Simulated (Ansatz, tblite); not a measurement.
Cost and result up the ladder for `c1csc(-c2ccc(-c3ccc(-c4ccc(-c5ccc(-c6ccc(-c7ccc(-c8ccc(-c9cccs9)s8)s7)s6)s5)s4)s3)s2)c1` (65 atoms). The state is a singlet with charge 0. Geometry: PBE-D4/def2-SVP.

Ansatz on 4 threads of AMD EPYC 7R13 on a shared host and a share (37 GiB) of an NVIDIA H100 80GB HBM3; xTB runs through tblite on one thread. Times are rough, summed over both states, and most runs start from the orbitals of an earlier one. PBE0-D4/def2-SVP serves as the yardstick here, not as an exact answer. The other state is a triplet.

The xTB rows come from tblite. Single mean-field runs in def2-SVP are fitted with def2-universal-jkfit.

xTB has no spin-polarisation term.

```
                         level  functions  wall time  vertical triplet (eV)  difference from PBE0-D4/def2-SVP (eV)
                      GFN1-xTB        265     0.91 s                   1.30                                  -0.22
                      GFN2-xTB        245     0.95 s                   1.27                                  -0.26
 PBE-D4/def2-SVP (with forces)        766       17 s                   1.22                                  -0.30
PBE0-D4/def2-SVP (with forces)        766       27 s                   1.53                                   0.00
```
